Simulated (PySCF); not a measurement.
Radiative rates from a computed spectrum

Compound: CH8Cl2Ga2Si.
Z-matrix (Å and degrees, PBE0-D3(BJ)/def2-SVP geometry), rows numbered from 1:
```
Si
C   1  1.8779
Ga  2  1.9532  1  114.45
Cl  3  2.3862  2  106.35  1  -160.34
Ga  4  2.3720  3   90.60  2   102.74
Cl  5  2.3695  4   89.63  3     2.84
H   1  1.4949  2  110.50  3    61.42
H   1  1.4970  2  110.20  3   -57.93
H   1  1.4963  2  111.42  3  -177.96
H   2  1.1035  1  109.34  3   121.16
H   2  1.1022  1  109.76  3  -121.07
H   3  1.5540  2  134.64  1    65.83
H   5  1.5553  4  105.99  3  -103.95
H   5  1.5538  4  106.55  3   110.15
```

Computed with TDDFT CAM-B3LYP/def2-SVPD, vertical, gas phase, core orbitals frozen in the response in PySCF 2.14.0, density-fitted response routines. The CAM-B3LYP/def2-SVPD calculation is non-relativistic and has no spin–orbit coupling, an omission that weighs most on gallium.

Relations used (vacuum, state to state): A = 0.6670 f ν̃² s⁻¹ (ν̃ in cm⁻¹); τ = 1/A; f = (2/3) ΔE |μ|² in atomic units; ∫σ dE = 109.76 f Mb·eV.

Only emission to the ground state at the vertical energy is counted.

Energies and rates of the computed singlets with f of 0.002 or more:

```csv
state,E (eV),A (s⁻¹)
S1,6.44,1.36×10⁷
S2,6.94,8.06×10⁶
S3,6.97,2.43×10⁷
S4,7.35,1.79×10⁸
S5,7.40,6.81×10⁶
S6,7.53,2.05×10⁸
S7,7.74,4.58×10⁷
S8,7.89,3.73×10⁷
S9,7.92,6.93×10⁸
S10,7.97,6.69×10⁷
```

Problem. Which f and |μ| stand behind these rates?

Solution. f = A / (0.6670 ν̃²), and |μ| follows from f:

```tsv
state	f	|μ| (D)	τ	main configurations (H = HOMO, L = LUMO)
S1	0.0076	0.56	74 ns	H→L (84%)
S2	0.0039	0.38	120 ns	H→L+1 (61%), H-1→L (12%)
S3	0.012	0.66	41 ns	H-1→L (55%), H→L+5 (14%), H→L+1 (13%)
S4	0.077	1.66	5.6 ns	H→L+3 (39%), H-1→L+1 (25%), H→L+4 (10%)
S5	0.0029	0.32	150 ns	H-2→L (74%), H-3→L (9%)
S6	0.083	1.71	4.9 ns	H→L+2 (57%), H-1→L+1 (12%), H→L+4 (11%)
S7	0.018	0.77	22 ns	H-5→L (37%), H-3→L (19%), H-4→L (13%)
S8	0.014	0.68	27 ns	H-6→L (42%), H-4→L (20%), H-3→L (19%)
S9	0.255	2.91	1.4 ns	H→L+4 (38%), H-1→L+2 (11%), H→L+2 (10%)
S10	0.024	0.90	15 ns	H-5→L+1 (37%), H-4→L+1 (12%), H-3→L+1 (10%)
```

Problem. How much energy does a mole of photons resonant with S9 carry?

Solution. 7.920 eV × 96.485 = 764 kJ/mol (183 kcal/mol).

Problem. Suppose S1 emitted 0.3 eV lower with the same transition dipole. How would A change?

Solution. At fixed |μ|, A goes as the cube of the energy: (6.14/6.44)³ = 0.87, which makes τ about 85 ns.

Problem. By what factor does the largest A in the list exceed the smallest?

Solution. S9 has 100 times the rate of S5.

The vertical ionisation energy (ΔSCF) is 10.17 eV, 2.20 eV above S10.

One conformer stands for the species.
